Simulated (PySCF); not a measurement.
C₆ coefficients of unlike pairs at B3LYP

Calculated with PySCF 2.14 from the dipole response of each species, C₆(A,B) = (3/π) ∫ α_A(iu) α_B(iu) du, in atomic units, from isotropic polarisabilities. For ions this is the dispersion term alone; charge-induced terms of lower order in 1/R come first.

| species | configuration | basis | relativity | α (bohr³) | C₆ (like pair) |
| --- | --- | --- | --- | --- | --- |
| Ne⁺ | [He] 2s2 2p5 (2P) | aug-cc-pVQZ (6s5p4d3f2g) | none | 1.363 | 2.390 |
| Ni²⁺ | [Ar] 3d8 (3F) | def2-QZVPPD (11s6p5d4f2g) | none | 3.213 | 8.891 |
| Si | [Ne] 3s2 3p2 (3P) | aug-cc-pwCVTZ (8s7p5d3f) | none | 40.53 | 332.9 |

(1) Estimate C₆ for Ni²⁺ with Ne⁺.

No spin-orbit coupling is included.

The other pairs:

```tsv
pair	C₆
Si, Ni²⁺	42.80
Si, Ne⁺	20.04
```

Results:

(1) The integral gives 4.575. The combination rule 2 C_A C_B / (C_A α_B/α_A + C_B α_A/α_B) gives 4.519 and the geometric mean 4.610.
